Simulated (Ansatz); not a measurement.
`CBC(N)=[Se]`. The species carries charge 0 and has multiplicity 1.

```xyz
11

C     0.104    1.634   -0.434
B    -0.175    0.124   -0.788
C    -0.295   -0.957    0.294
N     0.457   -1.717    1.048
Se   -2.095   -0.819    0.207
H    -0.461    2.306   -1.084
H     1.165    1.849   -0.617
H    -0.115    1.891    0.604
H    -0.094   -0.270   -1.918
H     1.461   -1.678    0.979
H     0.050   -2.363    1.709
```

What are the harmonic wavenumbers in cm⁻¹ at PBE0-D4/def2-TZVP (Ansatz, finite differences of forces, unscaled)? (Estimate.)

Computed: 121, 150, 185, 272, 314, 484, 548, 641, 665, 729, 776, 868, 919, 1008, 1150, 1239, 1318, 1448, 1467, 1552, 1662, 2586, 3024, 3097, 3132, 3554, 3680.

Is this a minimum?

Yes, all 27 modes are real.

Give the ideal-gas thermochemistry at 298.15 K and 1 bar (rigid rotor, harmonic oscillator; point group C1, symmetry number 1).

Zero-point energy 218.8 kJ/mol; H(298) − E = 238.9 kJ/mol; entropy 342.6 J/(mol·K), of which translation 169.9, rotation 114.2, vibration 58.4; G(298) − E = 136.8 kJ/mol.

Rotational constants (cm⁻¹)?

0.1337, 0.08649, 0.05661.
